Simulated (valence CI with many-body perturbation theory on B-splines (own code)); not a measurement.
## E1 transitions of Cr IV

Method: configuration interaction combined with many-body perturbation theory (CI+MBPT): three valence electrons over a frozen Dirac-Fock core [Ar], a basis of 9 s, 9 p, 10 d, 8 f, 5 g, 3 h, 1 i functions for each j, with the one-electron correlation potential Σ1, the two-electron term Σ2, the three-electron term Σ3, Breit, model QED; selected CI, second order for the rest, scaled by the run's own slope (own B-spline code, finite nucleus).

Against 66 measured levels this calculation errs by 1079 cm⁻¹ on average and by 1844 at most. These come from a selection out of Sugar and Corliss, J. Phys. Chem. Ref. Data 6, 317 (1977). Levels without a partner in it may be off by more, other configurations by 1,000 to 8,000 cm⁻¹.

Lines 1 to 50 of 245 in falling wavelength, among levels below 179680 cm⁻¹, chosen from the strongest by gf and those to the six lowest levels. Wavelengths and rates use the calculated energies, so an error of 1000 cm⁻¹ moves a line at 2713 Å by 2.7 % and its rate by three times that or more. Electric multipoles are in the length gauge, E1 and E2 with the static RPA response of the core. Weak lines are less certain than strong ones. Lines between different terms over intervals too small for the method are left out, as are lines whose strength nearly cancels. Where a level lies close to another of its J and parity, the split of strength between their lines is uncertain. The highest levels of a list are the least certain.

Names give the largest LS component (configuration and term), which can be under half, so a name can repeat, a term be missing and a line seem to break the LS rules; names also repeat where a configuration has a term twice. Letters in brackets count levels of one name in rising energy.

```csv
λ vac (Å),λ from measured levels,Upper,Lower,A (s⁻¹),S (a.u.) with core polarisation,S without
2713,2662,3d²4p ²D°_5/2 [a],3d²4s ²P_3/2,2.42e+07,1.43e+00,1.62e+00
2668,2652,3d²4p ²G°_7/2 [a],3d²4s ²G_7/2,8.86e+06,6.64e-01,7.58e-01
2631,2615,3d²4p ²G°_9/2 [a],3d²4s ²G_9/2,9.58e+06,8.61e-01,9.82e-01
2326,2317,3d²4p ²S°_1/2,3d²4s ²P_3/2,2.03e+08,2.52e+00,2.85e+00
2309,2300,3d²4p ²S°_1/2,3d²4s ²P_1/2,1.16e+08,1.41e+00,1.60e+00
2152,2166,3d²4p ²F°_7/2 [b],3d²4s ²G_9/2,1.43e+07,5.62e-01,6.36e-01
1992,1990,3d²4p ²F°_7/2 [a],3d²4s ²F_7/2,3.43e+08,1.07e+01,1.20e+01
1987,1986,3d²4p ²F°_5/2 [a],3d²4s ²F_5/2,3.89e+08,9.03e+00,1.01e+01
1981,1972,3d²4p ²G°_7/2 [b],3d²4s ²G_7/2,4.44e+08,1.36e+01,1.54e+01
1980,1972,3d²4p ²G°_7/2 [b],3d²4s ²G_9/2,1.94e+07,5.95e-01,6.72e-01
1976,,3d²4p ²G°_9/2 [b],3d²4s ²G_9/2,4.68e+08,1.78e+01,2.01e+01
1968,1968,3d²4p ⁴D°_5/2 [a],3d²4s ²F_7/2,9.52e+07,2.15e+00,2.41e+00
1963,1961,3d²4p ²F°_7/2 [a],3d²4s ²F_5/2,1.68e+07,5.03e-01,5.64e-01
1958,1959,3d²4p ²D°_3/2 [a],3d²4s ²F_5/2,2.26e+08,3.36e+00,3.77e+00
1953,1945,3d²4p ⁴S°_3/2,3d²4s ⁴P_5/2,1.24e+08,1.82e+00,2.06e+00
1946,1947,3d²4p ⁴D°_7/2 [a],3d²4s ²F_7/2,7.13e+07,2.08e+00,2.33e+00
1939,1940,3d²4p ⁴D°_5/2 [a],3d²4s ²F_5/2,3.30e+07,7.13e-01,8.01e-01
1938,1929,3d²4p ⁴S°_3/2,3d²4s ⁴P_3/2,1.23e+08,1.77e+00,2.00e+00
1936,1938,3d²4p ²D°_5/2 [a],3d²4s ²F_7/2,3.08e+08,6.63e+00,7.45e+00
1930,1921,3d²4p ⁴S°_3/2,3d²4s ⁴P_1/2,6.82e+07,9.68e-01,1.10e+00
1929,1930,3d²4p ⁴D°_3/2 [a],3d²4s ²F_5/2,1.70e+08,2.41e+00,2.71e+00
1914,1904,3d²4p ²P°_3/2,3d²4s ⁴P_5/2,1.78e+08,2.46e+00,2.78e+00
1907,1904,3d²4p ⁴S°_3/2,3d²4s ²D_5/2,1.93e+08,2.64e+00,2.99e+00
1900,1889,3d²4p ²P°_3/2,3d²4s ⁴P_3/2,3.74e+07,5.06e-01,5.73e-01
1883,1883,3d²4p ⁴G°_5/2,3d²4s ⁴F_5/2,1.07e+08,2.12e+00,2.40e+00
1876,1876,3d²4p ⁴G°_7/2,3d²4s ⁴F_7/2,1.30e+08,3.39e+00,3.83e+00
1875,1862,3d²4p ²F°_7/2 [b],3d²4s ⁴P_5/2,2.23e+07,5.80e-01,6.52e-01
1874,1874,3d²4p ⁴G°_5/2,3d²4s ⁴F_3/2,3.95e+08,7.70e+00,8.70e+00
1870,1865,3d²4p ²P°_3/2,3d²4s ²D_5/2,2.96e+08,3.82e+00,4.31e+00
1869,1868,3d²4p ⁴G°_9/2,3d²4s ⁴F_9/2,1.05e+08,3.38e+00,3.82e+00
1863,1863,3d²4p ⁴G°_7/2,3d²4s ⁴F_5/2,3.90e+08,9.96e+00,1.12e+01
1863,1855,3d²4p ²F°_5/2 [b],3d²4s ²D_3/2,3.93e+08,7.52e+00,8.47e+00
1859,1850,3d²4p ²F°_5/2 [b],3d²4s ²D_5/2,8.42e+07,1.60e+00,1.80e+00
1854,1844,3d²4p ²G°_7/2 [a],3d²4s ²F_7/2,2.53e+07,6.37e-01,7.13e-01
1854,1849,3d²4p ²P°_1/2,3d²4s ²D_3/2,5.10e+08,3.21e+00,3.62e+00
1852,1852,3d²4p ⁴G°_9/2,3d²4s ⁴F_7/2,4.36e+08,1.37e+01,1.54e+01
1845,1843,3d²4p ⁴F°_7/2,3d²4s ⁴F_9/2,7.91e+07,1.96e+00,2.22e+00
1845,1846,3d²4p ⁴D°_1/2 [b],3d²4s ⁴P_3/2,9.54e+07,5.91e-01,6.67e-01
1845,1843,3d²4p ⁴F°_5/2,3d²4s ⁴F_7/2,1.36e+08,2.53e+00,2.85e+00
1845,1843,3d²4p ⁴F°_3/2,3d²4s ⁴F_5/2,1.44e+08,1.79e+00,2.02e+00
1841,1840,3d²4p ⁴G°_11/2,3d²4s ⁴F_9/2,5.57e+08,2.06e+01,2.32e+01
1838,1838,3d²4p ⁴D°_3/2 [b],3d²4s ⁴P_3/2,1.91e+08,2.34e+00,2.65e+00
1838,1838,3d²4p ⁴D°_1/2 [b],3d²4s ⁴P_1/2,4.33e+08,2.65e+00,2.99e+00
1837,1837,3d²4p ⁴D°_5/2 [b],3d²4s ⁴P_5/2,9.17e+07,1.68e+00,1.90e+00
1836,1827,3d²4p ²G°_9/2 [a],3d²4s ²F_7/2,5.37e+08,1.64e+01,1.84e+01
1836,1834,3d²4p ⁴F°_3/2,3d²4s ⁴F_3/2,4.10e+08,5.01e+00,5.66e+00
1833,1825,3d²4p ²F°_7/2 [b],3d²4s ²D_5/2,4.91e+08,1.19e+01,1.35e+01
1832,1830,3d²4p ⁴F°_5/2,3d²4s ⁴F_5/2,3.19e+08,5.82e+00,6.56e+00
1831,1830,3d²4p ⁴D°_3/2 [b],3d²4s ⁴P_1/2,1.86e+08,2.26e+00,2.55e+00
1829,1827,3d²4p ⁴F°_7/2,3d²4s ⁴F_7/2,3.55e+08,8.58e+00,9.68e+00
```
